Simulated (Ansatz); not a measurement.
## Molecular dynamics of AlCl$_{2}$F$_{2}$H$_{3}$

Input:

```yaml
crystal:
  periodic: [false, false, false]
  atoms:
    - { symbol: Al, position_ang: [-0.9471, -0.5352, -0.6165] }
    - { symbol: H, position_ang: [0.3023, 1.0175, -0.8225] }
    - { symbol: Cl, position_ang: [-0.2039, -1.9512, -1.8373] }
    - { symbol: Cl, position_ang: [-2.7216, 0.2571, -0.0978] }
    - { symbol: H, position_ang: [0.9579, -0.0034, 1.323] }
    - { symbol: F, position_ang: [0.081, -0.8116, 1.2072] }
    - { symbol: H, position_ang: [0.9466, 1.0898, -0.0851] }
    - { symbol: F, position_ang: [1.5849, 0.9369, 0.929] }
magnetization:
  spin_polarized: true
basis:
  gaussian: { orbitals: "6-31G" }
hamiltonian:
  xc: pbe
  dispersion: d4
md:
  timestep: 0.5
  n_steps: 150
  ensemble: nve
  temperature: 1000.0
  initial_velocities: maxwell_boltzmann
  seed: 222056
```

Launched with:

```bash
$ ansatz run input.yaml --threads 1 --pin off --max-ram 2048MiB --backend cpu --events-out ev --progress --plain --runs-dir out
```

It starts from a rough guess of a transition structure, not a stationary point.

Output, in part (step lines, the closing report, with atoms numbered from 0):

```
md step     0: t =     0.00 fs  T =  1000.0 K  F+E_penalty+E_count = -37104.96236466 eV  E_kin = 0.775560 eV  conserved = -37104.18680467 eV  (26 SCF iters)
[... lines left out ...]
Total energy: -37105.30416696 eV, -1363.5947772573 hartree
Atom 0 at    -1.047191    -0.830476    -0.314601 Å, force    -1.764571    -0.931470    -4.718177 eV/Å
Atom 1 at     0.313463     2.518895    -3.320869 Å, force     0.888603     0.310059     0.198315 eV/Å
Atom 2 at    -0.216312    -1.991475    -1.980272 Å, force    -0.278289     0.218466     0.218664 eV/Å
Atom 3 at    -2.805694     0.278867    -0.152031 Å, force    -1.279857     0.636438    -0.180311 eV/Å
Atom 4 at     1.715181     0.292922     1.397076 Å, force    -0.703211    -1.231012     0.134892 eV/Å
Atom 5 at    -0.172837    -0.742722     0.981215 Å, force     3.568695     0.218416     4.696336 eV/Å
Atom 6 at     1.034728     2.772904    -3.159919 Å, force    -0.895994    -0.323479    -0.187720 eV/Å
Atom 7 at     2.115513     1.137224     1.385965 Å, force     0.464623     1.102583    -0.162000 eV/Å
Dipole moment:    -0.316029    -0.406488    -0.077915 e Å
```

The steps, from the saved trajectory:

```
time (fs)  T (K)  potential energy less start (eV)  conserved less start (meV/atom)
        0   1000                             0.000                             0.00
      2.5   1300                            -0.233                            -0.08
        5   1368                            -0.286                            -0.09
      7.5   1305                            -0.236                             0.08
       10   1574                            -0.446                            -0.11
     12.5   1877                            -0.681                            -0.11
       15   2049                            -0.814                            -0.05
     17.5   2111                            -0.863                            -0.16
       20   1890                            -0.692                            -0.14
     22.5   1609                            -0.473                            -0.14
       25   1252                            -0.194                             0.18
     27.5   1350                            -0.273                            -0.14
       30   1383                            -0.296                             0.12
     32.5   1654                            -0.511                            -0.45
       35   1460                            -0.356                             0.07
     37.5   1419                            -0.327                            -0.19
       40   1245                            -0.192                            -0.19
     42.5   1098                            -0.076                            -0.02
       45   1099                            -0.079                            -0.30
     47.5   1036                            -0.029                            -0.16
       50    983                             0.014                             0.13
     52.5   1253                            -0.200                            -0.38
       55   1276                            -0.214                            -0.04
     57.5   1429                            -0.332                             0.02
       60   1641                            -0.499                            -0.17
     62.5   1827                            -0.643                            -0.17
       65   1846                            -0.657                            -0.04
     67.5   1824                            -0.641                            -0.25
       70   1517                            -0.400                             0.12
     72.5   1389                            -0.302                            -0.07
       75   1438                            -0.342                            -0.26
```

The run went to its last step. The conserved energy stayed within 0.46 meV per atom of its start (net change -0.26 meV per atom), so the integration is sound. The kinetic energy rose, since the run started high on the potential surface and went downhill. It ends in pieces (AlCl2F + FH + H2), so much of that is their flight and rotation, not heat. A run of 0.075 ps of so small a system gives no equilibrium averages. The orbitals were unrestricted but ended closed-shell. Limits of this set-up: no polarisation functions.

The planned step would form Al1–F6, H5–F8, H2–H7 and break Al1–H2, H5–F6, H7–F8. These pairs go: Al1–F6 2.11 → 1.57 Å, H5–F8 1.20 → 0.93 Å, H2–H7 0.98 → 0.78 Å, Al1–H2 2.00 → 4.70 Å, H5–F6 1.20 → 2.19 Å, H7–F8 1.21 → 4.95 Å. In the last frame they stand as after the step (other bonds may differ from the relaxed reactants and products). It ends as AlCl2F + FH + H2. Pairs count as bonded within 1.25 times the sum of covalent radii (0.12 Å more for H–H).

Last frame:

```xyz
8
Properties=species:S:1:pos:R:3
Al -1.047 -0.831 -0.315
H 0.314 2.519 -3.321
Cl -0.216 -1.992 -1.980
Cl -2.806 0.279 -0.152
H 1.715 0.293 1.397
F -0.173 -0.743 0.981
H 1.035 2.773 -3.160
F 2.115 1.137 1.386
```

Run time: 17 min on 1 thread of Arm Neoverse N1, on a shared host, peak memory 0.14 GiB.
